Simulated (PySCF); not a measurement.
A run for PySCF: R-HF/3-21G on BF2GeH3 (SMILES F[B](F)[GeH3]), a point of a torsion scan.

```python
from pyscf import gto, scf, dft, mp
from pyscf.data.elements import chemcore

mol = gto.M(
    atom='''
    F     1.83195454   -1.23185204    0.01932556
    B     1.20015102   -0.08016279    0.00382488
    F     2.00335172    0.95911720   -0.00675620
    Ge   -0.81189191    0.06621128   -0.00132273
    H    -1.45225269   -0.55817418    1.18996701
    H    -1.31990932    1.46404646   -0.03999865
    H    -1.45172978   -0.62407439   -1.15578591
    ''',
    basis='3-21g',
    charge=0, spin=0, verbose=3, max_memory=1800)
mf = scf.RHF(mol)
mf.conv_tol = 1e-8
mf.max_cycle = 100
mf.kernel()
if not mf.converged:
    mf = mf.newton().run(mf.mo_coeff, mf.mo_occ)
```

The log:

```
converged SCF energy = -2289.5315104566
```

The calculation finished and met its thresholds.

Cost: very roughly 0.4 core-seconds.
